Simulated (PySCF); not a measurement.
## Au (gold, neutral) across methods

[Xe] 4f14 5d10 6p1, 2P determinant (an excited configuration). All numbers are calculated (PySCF 2.14, the spin-free X2C one-electron Hamiltonian (Gaussian nucleus), in x2c-TZVPPall with one added diffuse shell each of s, p, d, f type (12s8p8d4f1g, 113 functions)). The B2PLYP total includes its PT2 part (frozen core); its orbital energies are those of the SCF part.

```csv
method,E (hartree),mean ε 5d α (eV),mean ε 5d β (eV),mean ε 6p α (eV),Σ⟨r²⟩ (bohr²),⟨S²⟩
B2PLYP,-19013.03,-12.182,-12.127,-2.974,74.36,0.791
r2SCAN,-19014.40,-9.226,-9.154,-2.355,71.01,0.914
r2SCANh,-19014.30,-9.847,-9.779,-2.529,71.19,0.889
M06-L,-19013.72,-8.985,-8.922,-2.023,71.84,0.852
PBE,-19014.38,-8.993,-8.900,-2.223,72.51,0.795
PBE0,-19014.13,-10.636,-10.555,-2.676,72.76,0.793
LDA,-19002.70,-9.199,-9.106,-2.276,71.67,0.771
UHF,-19008.62810,-14.886,-14.877,-3.583,77.56,0.797
```

Spin-orbit coupling, absent here, splits the open shell strongly.
